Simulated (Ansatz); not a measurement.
Z-matrix (Å, degrees):
```
B
S 1 2.129
C 1 1.530 2 49.7
H 1 1.198 2 112.5 3 -109.7
H 1 1.198 2 112.5 3 109.7
C 3 1.464 1 144.3 2 180.0
H 6 1.096 3 108.7 1 57.1
H 6 1.096 3 108.7 1 -57.3
H 6 1.090 3 113.4 1 179.9
```

Total charge 0; spin multiplicity 1.

**Question.** List the PBE/def2-TZVPP orbital energies in eV (Ansatz). (Estimate.)

**Answer.** The calculation gave: Occupied: -2396.30, -270.98, -269.75, -209.23, -176.44, -155.34, -155.30, -155.20, -21.12, -18.50, -13.81, -12.27, -11.17, -11.03, -10.04, -8.97, -7.93, -6.75, -6.35. Lowest empty: -3.35, -0.80, 0.32, 0.96, 1.81, 1.89, 2.10, 2.57.
